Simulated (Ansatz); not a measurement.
Potential energy curve for NLi, lowest triplet found (which spin is the ground state isn't settled by this scan).

Levels of theory: UCCSD(T) = CCSD(T) on UHF/aug-cc-pVDZ, frozen core (Ansatz, an electronic-structure program); UKS-PBE = Ansatz with unrestricted PBE/aug-cc-pVDZ; UKS-B3LYP = unrestricted B3LYP/aug-cc-pVDZ run with Ansatz; FCI = Ansatz with full CI/aug-cc-pVDZ, frozen core.

Energies relative to the lowest point of each curve between 1.67 and 2.36 Å, where full CI is lowest, in kcal/mol:

```json
[
 {"R / Å": "1.67", "UCCSD(T)": "7.3", "UKS-PBE": "6.2", "UKS-B3LYP": "5.5"},
 {"R / Å": "1.74", "UCCSD(T)": "3.4", "UKS-PBE": "2.7", "UKS-B3LYP": "2.2"},
 {"R / Å": "1.82", "UCCSD(T)": "0.9", "UKS-PBE": "0.6", "UKS-B3LYP": "0.4"},
 {"R / Å": "1.89", "UCCSD(T)": "0.0", "UKS-PBE": "0.0", "UKS-B3LYP": "0.0"},
 {"R / Å": "1.96", "UCCSD(T)": "0.0", "UKS-PBE": "0.2", "UKS-B3LYP": "0.5"},
 {"R / Å": "2.02", "UCCSD(T)": "0.5", "UKS-PBE": "0.9", "UKS-B3LYP": "1.4"},
 {"R / Å": "2.26", "UCCSD(T)": "6.0", "UKS-PBE": "6.1", "UKS-B3LYP": "7.4"},
 {"R / Å": "2.36", "UCCSD(T)": "8.6", "UKS-PBE": "8.8", "UKS-B3LYP": "10.5"},
 {"R / Å": "2.53", "UCCSD(T)": "13.0", "UKS-PBE": "13.3", "UKS-B3LYP": "15.5"},
 {"R / Å": "3.17", "UCCSD(T)": "24.5", "UKS-PBE": "27.0", "UKS-B3LYP": "29.5"},
 {"R / Å": "3.91", "UCCSD(T)": "28.0", "UKS-PBE": "35.4", "UKS-B3LYP": "37.2"},
 {"R / Å": "4.96", "UCCSD(T)": "28.7", "UKS-PBE": "40.1", "UKS-B3LYP": "41.2"}
]
```

**Question.** Estimate the FCI values at these points.

**Answer.** 1.67: 7.4; 1.74: 3.5; 1.82: 1.0; 1.89: 0.1; 1.96: 0.0; 2.02: 0.5; 2.26: 5.1; 2.36: 7.6; 2.53: 12.0; 3.17: 23.7; 3.91: 28.0; 4.96: 29.2 (kcal/mol).

The scan ran from 1.44 to 6.74 Å; beyond the distances shown full CI changes its symmetry label. The unrestricted determinant behind UCCSD(T) is spin-contaminated at 2.09 to 6.74 Å (<S²> up to 3.0, against 2.00 for a pure triplet). The unrestricted determinant behind UKS-PBE is spin-contaminated at 2.36 to 6.74 Å (<S²> up to 2.9, against 2.00 for a pure triplet). The unrestricted determinant behind UKS-B3LYP is spin-contaminated at 2.36 to 6.74 Å (<S²> up to 3.0, against 2.00 for a pure triplet).
